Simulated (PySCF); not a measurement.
C₄H₄OSe, SMILES [SeH]c1ccoc1. Atoms are numbered in the order given.

```xyz
10

Se     1.5246     0.1079    -0.4259
C     -0.3066    -0.0005     0.1061
C     -1.2853     1.0554     0.1750
C     -2.4666     0.4472     0.5204
O     -2.2909    -0.9012     0.6564
C     -0.9795    -1.1655     0.4078
H      1.9869     0.7969     0.8108
H     -1.1170     2.1208    -0.0141
H     -3.4828     0.8148     0.6965
H     -0.6658    -2.2116     0.4791
```

The structure is a stationary point at PBE-D3(BJ)/def2-SVP. One conformer was computed; it need not be the lowest.

The numbers are results of PBE-D3(BJ)/def2-SVP run with PySCF 2.14.0, not measurements.

Frequencies are harmonic and unscaled.

```
mode  ν (cm⁻¹)  IR (km/mol)  Raman (Å⁴/amu)  depolarisation  moving atoms (share of kinetic energy)
----  --------  -----------  --------------  --------------  --------------------------------------
1          122         10.3            12.8            0.70                                  H 91 %
2          194          0.9             4.1            0.72                  C 68 %, H 17 %, O 10 %
3          233          0.5             1.6            0.75                  C 69 %, H 13 %, Se 9 %
4          343          2.2             5.0            0.30                 Se 44 %, C 37 %, O 15 %
5          596          3.1             1.9            0.42                          C 67 %, H 33 %
6          616         13.6             2.3            0.75                  C 42 %, O 36 %, H 22 %
7          712         11.0             1.7            0.71                          H 74 %, C 26 %
8          758         46.9             5.4            0.54                          H 77 %, C 21 %
9          807          7.1            20.9            0.58                          H 81 %, C 18 %
10         840          0.8             2.4            0.63                          H 73 %, C 27 %
11         863         22.9             1.4            0.75                  O 47 %, C 40 %, H 12 %
12         913         14.5             5.3            0.13                           C 88 %, H 9 %
13        1004         19.3             4.0            0.40                  H 71 %, C 19 %, O 10 %
14        1074         15.8             5.5            0.51                          H 51 %, C 46 %
15        1165          3.8            10.8            0.26                  C 62 %, O 23 %, H 15 %
16        1187         13.1            14.5            0.22                  C 48 %, H 38 %, O 14 %
17        1201         12.9             2.5            0.52                  H 60 %, O 25 %, C 14 %
18        1360          3.6            10.5            0.34                          C 79 %, H 20 %
19        1485         15.3            33.9            0.21                          C 81 %, H 16 %
20        1543          2.6             2.7            0.67                          C 90 %, H 10 %
21        2322         28.5           214.7            0.26                                  H 99 %
22        3193          0.9            74.6            0.75                           H 92 %, C 8 %
23        3213          1.0            38.5            0.61                           H 91 %, C 9 %
24        3218          1.0           187.4            0.13                          H 90 %, C 10 %
```
